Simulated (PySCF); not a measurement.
Stepwise substitution at one centre (In SH-H). Isolated molecules, 0 K electronic values unless said otherwise. One relaxed conformer stands for each flexible species; it need not be the lowest. Strings in code marks are SMILES.

The S1–T1 gap (TDA) from two functionals at the same geometries (CAM-B3LYP-D3(BJ)/def2-TZVP), both in PySCF: PBE-D3(BJ)/def2-TZVP and TPSSh-D3(BJ)/def2-TZVP. Excitations are Tamm–Dancoff values on a coarser integration grid. The basis has no diffuse functions, so Rydberg states are missing or too high.

```tsv
species	PBE-D3(BJ)/def2-TZVP (eV)
0 of 3 SH replaced by H	0.26
1 of 3 SH replaced by H (`[SH][InH][SH]` (H–S–In–S torsion 180°, S–In–S–H torsion 0°))	0.49
2 of 3 SH replaced by H (`[SH][InH2]`)	0.82
```

**Question.** What does TPSSh-D3(BJ)/def2-TZVP give for each?

**Answer.** 
- 0 of 3 SH replaced by H: 0.29
- 1 of 3 SH replaced by H (`[SH][InH][SH]` (H–S–In–S torsion 180°, S–In–S–H torsion 0°)): 0.51
- 2 of 3 SH replaced by H (`[SH][InH2]`): 0.75
Over these rows, drawn at random from the members with no instability flagged (it was tested for open shells, ions and some series alone), PBE minus TPSSh-D3(BJ): mean +0.01 eV, from -0.03 eV to +0.07 eV.
